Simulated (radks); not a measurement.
Q: S+, 15 electrons, occupied as [Ne] 3s2 3p3. Method: Dirac Kohn-Sham, PBE, spin-unpolarised, spherical densities, point nucleus; open shells fill j = l - 1/2 first; computed with a radial shooting solver on a logarithmic mesh with Libxc functionals. Some entries of the table are withheld. Estimate them.

| orbital | occ. | eigenvalue (hartree) | r(max) (bohr) | <r> (bohr) |
|---|---|---|---|---|
| 1s1/2 | 2 | -88.84669 | 0.06329 | 0.09687 |
| 2s1/2 | 2 | (1) | (2) | (3) |
| 2p1/2 | 2 | (4) | 0.3246 | 0.4407 |
| 2p3/2 | 4 | (5) | 0.3263 | 0.4430 |
| 3s1/2 | 2 | -1.01466 | 1.393 | 1.637 |
| 3p1/2 | 2 | -0.61904 | (6) | (7) |
| 3p3/2 | 1 | -0.61541 | (8) | (9) |

A: 
(1) 2s1/2 eigenvalue (hartree): -8.20928
(2) 2s1/2 r(max) (bohr): 0.3882
(3) 2s1/2 <r> (bohr): 0.4787
(4) 2p1/2 eigenvalue (hartree): -6.21247
(5) 2p3/2 eigenvalue (hartree): -6.16602
(6) 3p1/2 r(max) (bohr): 1.547
(7) 3p1/2 <r> (bohr): 1.891
(8) 3p3/2 r(max) (bohr): 1.552
(9) 3p3/2 <r> (bohr): 1.898
